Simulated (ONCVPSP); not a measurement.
## potassium: ONCV pseudisation with PBE, fully relativistic reference atom.

```json
{
 "Element": "K (Z = 19)",
 "Generator": "ONCVPSP 4.0.1",
 "Type": "optimised norm-conserving Vanderbilt (ONCV)",
 "Functional": "PBE",
 "Relativity": "fully relativistic",
 "Frozen core": "[Ne]",
 "Valence charge": "9",
 "Reference configuration": "3s2 3p6 4s0.75 4p0.25",
 "Partial waves": "3s+4s: rc 1.75 bohr, ncon 4, nbas 7, qcut 8.6 1/bohr, 2 projectors; 3p+4p: rc 2.70 bohr, ncon 4, nbas 7, qcut 6.2 1/bohr, 2 projectors; d scattering state at 0.41 Ha: rc 2.25 bohr, ncon 5, nbas 10, qcut 4.9 1/bohr, 2 projectors, debl 2.3 Ha",
 "Local potential": "polynomial inside 1.15 bohr (lpopt 5, dvloc0 1 Ha)",
 "Core correction": "polynomial model core, fcfact 0.45"
}
```

Open shells are filled in proportion to 2j + 1.

All-electron outer shells of the reference configuration (PBE, scalar-relativistic, ld1.x):

| shell | level (eV) | outermost node (bohr) | outermost maximum (bohr) |
| --- | --- | --- | --- |
| 2p | -280.50 | – | 0.26 |
| 3s | -35.72 | 0.48 | 1.08 |
| 3p | -19.19 | 0.45 | 1.15 |
| 4s | -2.50 | 1.58 | 4.13 |
| 4p | -0.97 | 1.87 | 5.79 |

(1) Estimate the cutoffs (Ha) at which the residual kinetic energy of the hardest occupied pseudo-wave falls to 1 and 0.1 mHa per electron.

(2) What does a ghost test show?

(3) Which valence shell sets the plane-wave cutoff?

(4) Tests: 3s2 3p6 4s1 4p0; 3s2 3p6 4s0 4p0; 3s2 3p6 4s0.5 4p0; 3s2 3p5 4s1 4p0. Which has the largest error in its energy relative to the reference configuration, and how large is it?

Results:

(1) 20 Ha and 25 Ha. The cutoffs count occupied waves only; projector 2 of the d channel, the hardest unoccupied one, needs 82 Ha at the loose tolerance.

(2) No bound ghost flagged; no localised positive-energy state flagged.

(3) 3s: 20 Ha for 1 mHa per electron, against 14 Ha for 4s.

(4) 3s2 3p5 4s1 4p0, with +30 meV (all-electron minus pseudo) on +24.55 eV.
